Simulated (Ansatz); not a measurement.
C3H5FSSi (`C=C1S[Si]1(C)F`). Total charge 0; spin multiplicity 1.

```xyz
11

C    -1.528    0.831    1.667
C    -1.078    0.325    0.532
S    -1.631    0.528   -1.189
Si   -0.034   -0.660   -0.544
C     1.712   -0.274   -0.986
F    -0.221   -2.240   -0.562
H    -2.376    1.507    1.710
H    -1.047    0.571    2.604
H     2.398   -0.766   -0.293
H     1.935   -0.626   -1.995
H     1.872    0.804   -0.944
```

(1) Give the diagnostics of a CCSD(T)/def2-TZVPP run (frozen core, the Gaussian-basis code of Ansatz). (Estimate.)

Answers

(1) Ansatz gave: T1 = 0.0132, largest single amplitude 0.026, largest double 0.071, (T) share of the correlation energy 4.3 %, 10 CCSD cycles. The RHF solution is unstable towards an unrestricted one. T1 lies under the customary mark of 0.02 for closed shells.
